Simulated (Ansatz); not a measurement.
The same group exchange along the group F, Cl, Br.

Gas-phase electronic energies from Ansatz, PBE0-D4/def2-TZVP geometries. CCSD(T)/CBS adds triple-zeta CCSD(T) − MP2 to the extrapolated MP2 energy (def2 sets, frozen cores). This one scheme is used for every species. DFT in def2-TZVPP. For Br outer-core shells are correlated without core-valence functions, which leaves a few kJ/mol of doubt a bond. Scalar relativity is left out up to krypton.

```tsv
reaction	CCSD(T)/CBS(def2) (kJ/mol)
`N#CCF` + `C=C1CCC1` → `C=C1CC(C#N)C1` + fluoromethane	-31
`N#CCCl` + `C=C1CCC1` → `C=C1CC(C#N)C1` + `CCl`	-34
`N#CCBr` + `C=C1CCC1` → `C=C1CC(C#N)C1` + `CBr`	?
```

Question: Fill in the missing values. (An estimate is asked.)

Answer: Ansatz gave: `N#CCBr` + `C=C1CCC1` → `C=C1CC(C#N)C1` + `CBr`: -32.1 kJ/mol.

Largest T1 diagnostic: 0.013, for `N#CCF`.
